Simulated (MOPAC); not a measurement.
Input for MOPAC: PM6 on NiP, 2S+1 = 6, a spin state set in the input, which need not be the lowest, a point of a bond scan (R = 2.271 Å).

```
PM6 1SCF PRECISE CHARGE=0 UHF MS=2.5 THREADS=1
NiP

Ni     0.00000000 1     0.00000000 1     0.00000000 1
P      0.00000000 1     0.00000000 1     2.27119800 1
```

Output:

```
*******************************************************************************
 **                                                                           **
 **                              MOPAC v23.2.5                                **
 **                                                                           **
 *******************************************************************************
 ** MOPAC's Digital Object Identifier: https://doi.org/10.5281/zenodo.6511958 **
 **                                                                           **
 ** Please cite the open-source release paper for use of this MOPAC version:  **
 ** J. E. Moussa and J. J. P. Stewart (2026)                                  **
 ** MOPAC: An open-source semiempirical molecular orbital program             **
 ** J. Open Source Softw., 11(119), 8025, https://doi.org/10.21105/joss.08025 **
 *******************************************************************************

                              PM6 CALCULATION RESULTS

 *******************************************************************************
 *  PM6        - The PM6 Hamiltonian to be used
 *  UHF        - UNRESTRICTED HARTREE-FOCK CALCULATION
 *
 *
 *
 *                 CHARGE ON SYSTEM = 0
 *
 *
 *
 *  MS=        - IN MECI, MAGNETIC COMPONENT OF SPIN =  2.5
 *  PRECISE    - TIGHTER CRITERIA TO BE USED
 *  1SCF       - DO 1 SCF AND THEN STOP
 *  THREADS=1  - MULTI-THREADING NOT USED
 *  T=         - A TIME OF 172800.0 SECONDS REQUESTED
 *  DUMP=N     - RESTART FILE WRITTEN EVERY 7200.0 SECONDS REQUESTED
 *******************************************************************************
PM6 1SCF PRECISE CHARGE=0 UHF MS=2.5 THREADS=1
 NiP

   ATOM   CHEMICAL          X               Y               Z
  NUMBER   SYMBOL      (ANGSTROMS)     (ANGSTROMS)     (ANGSTROMS)

     1      Ni          0.00000000  *   0.00000000  *   0.00000000  *
     2       P          0.00000000  *   0.00000000  *   2.27119800  *



          CARTESIAN COORDINATES

    NO.       ATOM           X           Y           Z

     1        Ni          0.0000      0.0000      0.0000
     2         P          0.0000      0.0000      2.2712

 General Reference for PM6:
 "Optimization of Parameters for Semiempirical Methods V: Modification of NDDO Approximations
 and Application to 70 Elements", J. J. P. Stewart, J. Mol. Mod., 13, 1173-1213 (2007)
 URL: https://link.springer.com/article/10.1007/s00894-007-0233-4

           Empirical Formula: Ni P  =     2 atoms



      MOLECULAR POINT GROUP   :   C*v


          UHF CALCULATION, NO. OF ALPHA ELECTRONS =   10
                           NO. OF BETA  ELECTRONS =    5

 -------------------------------------------------------------------------------
 PM6 1SCF PRECISE CHARGE=0 UHF MS=2.5 THREADS=1
 NiP



     1SCF WAS SPECIFIED, SO BFGS WAS NOT USED
     SCF FIELD WAS ACHIEVED


                              PM6 CALCULATION
                                                       MOPAC v23.2.5 Linux




          FINAL HEAT OF FORMATION =        121.88453 KCAL/MOL =     509.96487 KJ/MOL


          COSMO AREA              =         79.04 SQUARE ANGSTROMS
          COSMO VOLUME            =         61.14 CUBIC ANGSTROMS

          IONIZATION POTENTIAL    =          4.889173 EV
          ALPHA SOMO LUMO (EV)    =         -4.889 13.720
          BETA  SOMO LUMO (EV)    =         -8.886 -3.373
          NO. OF ALPHA ELECTRONS  =         10
          NO. OF BETA  ELECTRONS  =          5
          MOLECULAR WEIGHT        =         89.6838         POINT GROUP:  C*v

          MOLECULAR DIMENSIONS (Angstroms)

            Atom       Atom       Distance
            P     2   Ni     1     2.27120
            P     2   Ni     1     0.00000
           Ni     1    P     2     0.00000


          SCF CALCULATIONS        =          1





   ATOM   CHEMICAL          X               Y               Z
  NUMBER   SYMBOL      (ANGSTROMS)     (ANGSTROMS)     (ANGSTROMS)

     1      Ni          0.00000000  *   0.00000000  *   0.00000000  *
     2       P          0.00000000  *   0.00000000  *   2.27119800  *

                             CARTESIAN COORDINATES

   1   Ni        0.000000000     0.000000000     0.000000000
   2    P        0.000000000     0.000000000     2.271198000


           Empirical Formula: Ni P  =     2 atoms



      MOLECULAR POINT GROUP   :   C*v


          ALPHA EIGENVALUES
 -17.70705 -14.18066 -13.64686 -13.61975 -13.40309 -13.40309 -10.45571  -8.55143
  -8.55143  -4.88917  13.71999  13.71999  14.55622 144.97969 144.97974 145.62365
 145.62365 145.86230


           BETA EIGENVALUES
 -15.53765 -12.55820 -12.40450 -12.40450  -8.88630  -3.37312  -2.40402   0.79942
   0.79942   1.74982  14.74421  14.74421  15.56231 146.88106 146.88184 147.16521
 147.16521 147.29602


              NET ATOMIC CHARGES AND DIPOLE CONTRIBUTIONS

  ATOM NO.   TYPE          CHARGE      No. of ELECS.   s-Pop       p-Pop       d-Pop
    1         Ni           0.321398        9.6786     1.43088     0.05737     8.19035
    2          P          -0.321398        5.3214     1.94287     3.37620     0.00232
 DIPOLE           X         Y         Z       TOTAL
 POINT-CHG.     0.000     0.000    -3.506     3.506
 HYBRID         0.000     0.000    -0.736     0.736
 SUM            0.000     0.000    -4.242     4.242


          ATOMIC ORBITAL ELECTRON POPULATIONS

     Atom    s        px        py        pz      x^2-y^2     xz        z^2       yz        xy
    1 Ni   1.43088   0.00235   0.00235   0.05267   1.99997   1.99376   1.20288   1.99376   0.99998
    2  P   1.94287   1.00353   1.00353   1.36915   0.00003   0.00036   0.00155   0.00036   0.00002


                    (SZ)    =    2.500000
                    (S**2)  =    8.751216


          ATOMIC ORBITAL SPIN POPULATIONS

    Atom   Total    s     px     py     pz   x^2-y^2  xz     z^2    yz     xy
         Atomic
    1 Ni  2.4005  0.563  0.002  0.002  0.025 -0.000  0.006  0.796  0.006  1.000
    2  P  2.5995  0.042  0.992  0.992  0.574  0.000 -0.000  0.000 -0.000  0.000

 **********************
 *                    *
 * JOB ENDED NORMALLY *
 *                    *
 **********************




 == MOPAC DONE ==
```

The run finished.

Cost: roughly 0.04 core-seconds.
